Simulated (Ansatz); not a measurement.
The cluster Ti₂Te₃. Total charge 0; singlet. Geometry PBE-D4/def2-SVP, basis def2-TZVP, Ansatz.

| atom | x (Å) | y (Å) | z (Å) |
| --- | --- | --- | --- |
| Ti1 | 0.031 | 0.783 | -0.900 |
| Ti2 | -0.031 | -0.783 | 0.900 |
| Te3 | 2.310 | 0.327 | 0.365 |
| Te4 | -1.576 | 1.354 | 1.123 |
| Te5 | -0.734 | -1.681 | -1.488 |

```tsv
run	HOMO (eV)	LUMO (eV)
A	-6.36	-1.99
B	-5.42	-2.96
C	-4.87	-3.69
D	-4.71	-3.75
```

In the def2 sets Te takes a core potential; there is no spin–orbit coupling. No other spin state of charge 0 was run. The structure comes from a short search, and lower isomers may exist.

**Question.** The runs used CAM-B3LYP, PBE, PBE0, r2SCAN. Estimate which is which.

**Answer.** A CAM-B3LYP (range-separated); B PBE0 (25 % exact exchange); C r2SCAN (0 % exact exchange); D PBE (0 % exact exchange). Exact exchange lowers occupied and raises empty levels; among semilocal functionals meta-GGAs tend to open the gap a little, and such runs are hard to tell apart. The gap grows from 0.97 eV (PBE) to 4.37 eV (CAM-B3LYP). The restricted singlet is unstable towards broken spin symmetry in Hartree–Fock (as tested in another run); at CAM-B3LYP-D4/def2-TZVP, PBE0-D4/def2-TZVP, r2SCAN-D4/def2-TZVP, PBE-D4/def2-TZVP this wasn't settled.
